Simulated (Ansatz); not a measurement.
The cluster TiO₂, relaxed as a singlet with RKS r2SCAN-D4/def2-TZVP in Ansatz, starting from the GFN1-xTB geometry. Force threshold 0.02 eV/Å.

The structure holds one bond between oxygen atoms, so isomers without such links may lie far lower. The restricted singlet is unstable: a solution with broken spin symmetry lies lower. At r2SCAN-D4/def2-TZVP a triplet of charge 0 lies 0.70 eV below the restricted singlet, each at its own geometry. The structure comes from a short search, and lower isomers may exist.

Start:

```xyz
3

Ti    0.9961    0.3364    0.0008
O    -0.3343   -0.6521   -0.4760
O    -0.6618    0.3157    0.4752
```

| step | energy (eV) | largest force component (eV/Å) | SCF passes |
| --- | --- | --- | --- |
| 1 | -27204.7239 | 2.875 | 34 |
| 2 | -27204.8236 | 1.270 | 39 |
| 3 | -27204.8591 | 0.011 | 39 |

Force components are those of the run's own axes.

End:

```xyz
3

Ti    1.0250    0.3462    0.0008
O    -0.3412   -0.6792   -0.4979
O    -0.6838    0.3330    0.4971
```

By distances, no bond broke or formed. The bond that changes most is O2–O3, from 1.40 to 1.46 Å (atoms count from 1).

No frequencies were taken in this run, so the end may be a saddle point.

It took 7 s on 4 threads of Arm Neoverse V1 on a shared host.
